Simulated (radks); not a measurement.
Question: The silicon anion Si4-, [Ar], held by a Watson sphere: a shell of charge +4 at radius R that stands for the Madelung well of a crystal (potential energy -4/R inside, -4/r outside, in hartree with lengths in bohr). All-electron calculation, scalar-relativistic Kohn-Sham, LB94 model potential, spin-polarised, spherical densities, point nucleus. Program: a radial shooting solver on a logarithmic mesh with Libxc functionals. Response by self-consistent Sternheimer equations with the Hartree and adiabatic LDA kernel, the relativistic mass of each level held fixed and spin-orbit coupling left out. The sphere does not respond.

| R (bohr) | e(2p) (eV) | e(3s) (eV) | e(3p) (eV) | <r> 3p (bohr) | sum of <r^2> (bohr^2) | X-ray form factor at sin(theta)/lambda = 0.1 1/angstrom | alpha (bohr^3) |
|---|---|---|---|---|---|---|---|
| 3.2 | -104.49 | -14.434 | -8.731 | 3.086 | 82.98 | 13.661 | 89.26 |
| 3.52 | -104.29 | -13.560 | -8.025 | 3.261 | 91.64 | 13.409 | 114.2 |
| 4.09 | -103.87 | -12.327 | -6.935 | 3.571 | 108.0 | 13.028 | 175.0 |
| 4.27 | -103.73 | -12.011 | -6.633 | 3.668 | 113.4 | 12.926 | 199.4 |

Estimate the row for R = 1.89 bohr.

Answer: e(2p) (eV) -106.55; e(3s) (eV) -19.703; e(3p) (eV) -12.190; <r> 3p (bohr) 2.361; sum of <r^2> (bohr^2) 51.39; X-ray form factor at sin(theta)/lambda = 0.1 1/angstrom 14.909; alpha (bohr^3) 32.14.
